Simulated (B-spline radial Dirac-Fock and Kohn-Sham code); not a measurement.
**Pd²⁷⁺: eigenvalues, ΔSCF and the reference**

System: Pd²⁷⁺ in the configuration [Ar] 3d1.

The density-functional columns are spherical, spin-unpolarised Dirac-Kohn-Sham results without Breit or QED terms: −ε is minus the orbital energy of the initial state and ΔSCF the difference of two total energies. The reference in the last column comes from Dirac-Fock energy differences between relaxed states, corrected for Breit and QED terms. All numbers are from a radial B-spline solver, in eV; a selection of levels is shown. The Kohn-Sham columns are given as differences from the reference. For the 1s level of heavy atoms much of the gap between ΔSCF and the reference is the Breit and QED part, -74.1 eV here; for other levels the error of the functional can be larger.

```csv
level,LDA −ε − DF,LDA ΔSCF − DF,Dirac-Fock
K,-267.7,+65.4,25634.6
L1,-116.1,-38.2,4864.5
L2,-89.8,+2.5,4593.9
L3,-91.2,-2.6,4434.3
M1,-49.4,-16.5,1717.5
M2,-31.8,+2.4,1610.2
M3,-32.3,+1.2,1574.6
"M4,5",-36.8,+1.0,1433.5
```

Values without a named source are computed, but for edge energies of neutral atoms, which are taken from tables.
